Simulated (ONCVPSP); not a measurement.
Sn: one change to an ONCV potential, before and after

```json
{
  "Element": "tin (Sn)",
  "Generator": "ONCVPSP 4.0.1",
  "Type": "optimised norm-conserving Vanderbilt (ONCV)",
  "Functional": "PW91",
  "Relativity": "scalar-relativistic",
  "Frozen core": "[Kr] 4d10",
  "Valence charge": "4",
  "Reference configuration": "5s2 5p1.5 (charge +0.5)",
  "Partial waves": "5s: rc 2.15 bohr, ncon 4, nbas 8, qcut 2.9 1/bohr, 2 projectors, debl 3.9 Ha; 5p: rc 2.75 bohr, ncon 4, nbas 7, qcut 2.9 1/bohr, 1 projector; d scattering state at 0.06 Ha: rc 2.90 bohr, ncon 4, nbas 7, qcut 2.8 1/bohr, 2 projectors, debl 1.9 Ha",
  "Local potential": "polynomial inside 1.85 bohr (lpopt 5, dvloc0 0 Ha)",
  "Core correction": "none"
}
```

All-electron outer shells of the reference configuration (PW91, scalar-relativistic, ld1.x):

| shell | level (eV) | outermost node (bohr) | outermost maximum (bohr) |
| --- | --- | --- | --- |
| 4p | -93.52 | 0.41 | 0.79 |
| 4d | -29.66 | 0.39 | 0.88 |
| 5s | -14.11 | 0.98 | 1.99 |
| 5p | -6.88 | 1.09 | 2.49 |

Change: fully relativistic; p: rc 2.15, qcut 3.7.

Cutoffs: the cutoffs (Ha) at which the residual kinetic energy of the hardest occupied pseudo-wave falls to 1 and 0.1 mHa per electron; they do not see the model core or the augmentation charge, which bear on the density cutoff. Errors are all-electron minus pseudo energies relative to the spin-unpolarised reference configuration.

Problem. What does the change do?

Solution. The potential gets neither clearly harder nor softer (17 Ha and 35 Ha → 17 Ha and 35 Ha); the s channel sets the loose cutoff, while the largest relative change is in p, which becomes harder; of the 4 tests that both files solve, the error grows in 2 and shrinks in 1 by more than 15 % and 0.3 meV (median size 5.0 → 9.4 meV); neither file shows a bound ghost.

```csv
quantity,base,changed
"cutoff, loose",17 Ha,17 Ha
"cutoff, tight",35 Ha,35 Ha
loose cutoff by channel,"s 17 Ha, p 3.6 Ha","s 17 Ha, p 5.8 Ha"
bound ghosts,none,none
GHOST(+) flags under 300 eV,s at 86.2 eV,s at 86.1 eV
"error for 5s2 5p2, meV [ΔE -2.64 → -2.65 eV]",+1.5,+0.9
"error for 5s2 5p1, meV [ΔE 4.29 → 4.30 eV]",-0.2,+1.2
"error for 5s2 5p0, meV [ΔE 18.32 → 18.35 eV]",+8.5,+24
"error for 5s1 5p3, meV [ΔE 4.36 → 4.34 eV]",+20,+18
s: phases at 2.18 bohr within 0.05 rad from the reference energy up to (Ha; the scan ends near 5),3.1,3.1
```
